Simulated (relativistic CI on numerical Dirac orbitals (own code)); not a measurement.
## Hyperfine structure of Kr²⁸⁺, mass number 85

Computed by Dirac-Coulomb-Breit CI, orbitals from a KLI potential per configuration, QED by a radiative potential, unscaled Slater integrals (own radial code, finite nucleus).

CI space (outside the closed core 1s2): 2s²2p⁴, 2s2p⁵, 2p⁶, 2p⁵3s, 2p⁵3p, 2p⁵3d, 2s²2p³3s, 2s²2p³3p, 2s²2p³3d, 2s2p⁴3s, 2s2p⁴3p, 2s2p⁴3d, 2s²2p³4s, 2s²2p³4p, 2s²2p³4d, 2s²2p³4f. Levels of other configurations are missing.

Nuclear spin I = 9/2, μ = -1.0055 μN, Q = 0.443 b (tables of Stone and Pyykkö). The electronic factors are computed for point nuclear moments, without core polarisation or the Bohr-Weisskopf and QED corrections.

```csv
Level,E (eV),A (GHz),B (GHz)
2s²2p⁴ ³P2,0.00,-17.2,24.8
2s²2p⁴ ³P1,52.48,2.332,-32.5
2s²2p⁴ ¹D2,65.26,-38.67,-90.1
2s2p⁵ ³P°2,208.40,-92.45,-64.6
2s2p⁵ ³P°1,232.23,5.987,13
2s2p⁵ ¹P°1,296.57,-156.3,-45.5
2s²2p³3s ⁵S°2,1800.11,-30.63,40.5
```

Levels with J = 0, under 50 % of one LS term, or S terms without an open s electron are left out. Small factors come from cancelling terms and can be off by tens of per cent or more.

At this charge energies of transitions that change n are usually good to better than 1 %, and those within a shell (Δn = 0) to a few per cent.

(1) Give the hyperfine levels of 2s²2p⁴ ³P2 relative to its centre of gravity.

Results:

(1) With K = F(F + 1) − I(I + 1) − J(J + 1), E = AK/2 + B[¾K(K + 1) − I(I + 1)J(J + 1)]/[2I(2I − 1)J(2J − 1)]: F = 5/2: 200.5, F = 7/2: 129.5, F = 9/2: 44.34, F = 11/2: -50.23, F = 13/2: -148.6 GHz.

LS names give the leading component of a level, which can be under half, so a name can repeat, a term be missing and a line seem to break the LS rules.
